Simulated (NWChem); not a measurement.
Species: GeH$_{3}$I; SMILES [GeH3][I]

```xyz
5

Ge     0.0000     0.0000    -1.4789
I      0.0000     0.0000     1.0422
H      1.0341     1.0341    -1.9430
H      0.3785    -1.4126    -1.9430
H     -1.4126     0.3785    -1.9430
```
Atoms are numbered in this order, from 1.

Level: PBE0/def2-SVP with def2 effective core potentials on I (NWChem), optimised geometry, unscaled harmonic frequencies. def2 effective core potentials on I; no spin-orbit coupling.

Question: List the harmonic frequencies with IR intensities, and the thermochemistry.

Answer: 
```
frequency (cm⁻¹)  IR intensity (km/mol)
----------------  ---------------------
252                                16.3
546                                 6.7
546                                 6.7
821                               282.0
873                                42.4
873                                42.4
2175                               56.5
2188                               87.4
2188                               87.4
```

```
Item                                                                               Result
-----------------------------------------------------------------------  ----------------
zero-point energy                                                           14.9 kcal/mol
thermal correction to the enthalpy at 298.15 K (with zero-point energy)     18.0 kcal/mol
heat capacity Cv                                                         11.7 cal/(mol K)
entropy at 298.15 K and 1 atm (symmetry number 3)                        67.8 cal/(mol K)
```

Rigid rotor and harmonic oscillator.
